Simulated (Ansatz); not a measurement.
Harmonic frequencies (cm⁻¹) at PBE0-D4/def2-TZVP from Ansatz: 33, 196, 206, 230, 260, 338, 389, 543, 574, 830, 881, 889, 916, 951, 978, 1110, 1185, 1236, 1313, 1388, 1408, 1477, 1491, 1497, 1503, 2978, 3019, 3026, 3082, 3089, 3093, 3100, 3819.

Each molecule was computed in one conformer, which needn't be the lowest.

Q: Which molecule is it?
A. `CC1(O)C[SiH2]1`
B. `CC(C)[Si]O`
C. `CC(C)O[SiH]`
D. `CC[Si]OC`

A: B.
